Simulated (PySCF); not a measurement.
Sn(H)(OH)2(OMe) (CH6O3Sn), SMILES C[O][SnH]([OH])[OH].

Geometry optimised at B3LYP-D3(BJ)/def2-SVP. The structure was generated by enumeration; whether it is a known compound was not checked. The def2 effective core potentials stand for the cores of Sn; spin–orbit coupling is left out. The values are those of a single conformer.

Computed with PBE/def2-TZVP (PySCF).

```json
{
  "total_energy": "-481.54021 hartree",
  "highest_occupied_level": "-6.29 eV",
  "lowest_empty_level": "-2.13 eV",
  "orbital_gap": "4.16 eV",
  "dipole_moment": "1.17 D",
  "quadrupole, principal values (traceless, Buckingham form, about the centre of nuclear charge)": "-5.06, -2.99, 8.04 D·Å",
  "mean_static_polarisability": "63.5 bohr³ (9.41 Å³)",
  "polarisability_principal_values": "58.4, 60.5, 71.6 bohr³"
}
```
